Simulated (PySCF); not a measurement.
**Mayer bond orders and bond lengths**

Species: C8H14.
Atom-mapped SMILES: `[CH2:1]1[CH2:2][C@H:3]2[CH2:4][CH2:5][CH2:6][C@H:7]2[CH2:8]1` (hydrogens: H9, H10 on C1; H11, H12 on C2; H13 on C3; H14, H15 on C4; H16, H17 on C5; H18, H19 on C6; H20 on C7; H21, H22 on C8)

Geometry (PBE0-D3(BJ)/def2-SVP, Å), atoms numbered from 1 in this order:
```xyz
22
C8H14 angstrom
C     -1.9235   -0.4132   -0.2307
C     -1.4286    0.2673    1.0445
C      0.0512    0.5666    0.7632
C      1.0273   -0.5434    1.1888
C      2.0653   -0.5934    0.0727
C      1.2112   -0.4196   -1.1786
C      0.1734    0.6491   -0.7959
C     -1.2423    0.3947   -1.3338
H     -1.5773   -1.4613   -0.2597
H     -3.0206   -0.4375   -0.3179
H     -1.5727   -0.3400    1.9521
H     -1.9854    1.2073    1.1952
H      0.3555    1.5164    1.2295
H      1.4581   -0.3711    2.1871
H      0.4958   -1.5106    1.2337
H      2.6660   -1.5163    0.0711
H      2.7679    0.2524    0.1711
H      1.7892   -0.1493   -2.0756
H      0.6994   -1.3721   -1.4039
H      0.5399    1.6395   -1.1073
H     -1.7761    1.3504   -1.4678
H     -1.2390   -0.1110   -2.3124
```

Bond orders from the PBE0/pcSseg-1 density (PySCF). Geometry: PBE0-D3(BJ)/def2-SVP, one conformer, isolated molecule.

Problem. How far do the computed orders between heavy atoms stray from the drawn ones?

Solution. The largest departure is 0.033, at C4–C5 (drawn single, 1.033) and C5–C6 (drawn single, 1.033).

Problem. Give the Mayer order of every bond between heavy atoms, beside its length.

Solution. 
```csv
bond,drawn as,length (Å),Mayer order
C1–C2,single,1.528,1.020
C2–C3,single,1.536,1.028
C3–C4,single,1.538,0.990
C4–C5,single,1.525,1.033
C5–C6,single,1.525,1.033
C6–C7,single,1.538,0.989
C7–C8,single,1.536,1.028
C8–C1,single,1.528,1.020
C7–C3,single,1.566,0.982
```

By pair of heavy elements: C–C: lowest C7–C3 (0.982, 1.566 Å), highest C4–C5 and C5–C6 (1.033, 1.525 Å). Bonds named together lie within 0.004.

Problem. And the bonds to hydrogen?

Solution. C–H: 0.95 to 0.96 (14 bonds).

Problem. Sum the orders of all bonds at each heavy atom with more than one neighbour and set the sums beside the valence in the SMILES.

Solution. C1 3.947 (drawn 4), C2 3.952 (drawn 4), C3 3.953 (drawn 4), C4 3.925 (drawn 4), C5 3.972 (drawn 4), C6 3.924 (drawn 4), C7 3.952 (drawn 4), C8 3.953 (drawn 4). Orders between atoms that aren't bonded are not in these sums.

Mayer orders depend on the basis set.

These values come from a run that also computed NMR shieldings. Time: 60 s wall. Hardware: one thread of an Arm Neoverse N1, no GPU (shared host).
